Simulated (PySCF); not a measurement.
## Working out the excitation energy of Si²⁺

Si²⁺ [Ne] 3s2 (1S) → Si²⁺ [Ne] 3s1 3d1 (3D). Computed with PySCF 2.14 in aug-cc-pV(T+d)Z, with no relativity, point nucleus. Frozen: [Ne]. Energies in hartree (1 hartree = 27.21139 eV):

| part | Si²⁺ (lower) | Si²⁺ (upper) |
| --- | --- | --- |
| UHF | -287.994312 | -287.384130 |
| CCSD correlation | -0.044679 | -0.008668 |
| (T) | 0.000000 | 0.000000 |

**Question.** What does Hartree-Fock give?

**Answer.** (-287.384130) − (-287.994312) = 0.610182 hartree = 16.604 eV.

**Question.** What do CCSD and CCSD(T) give?

**Answer.** The CCSD correlation energies differ by 0.036011 hartree = 0.980 eV and the triples by 0.000000 hartree = 0.000 eV, so CCSD gives 17.584 eV and CCSD(T) 17.584 eV.
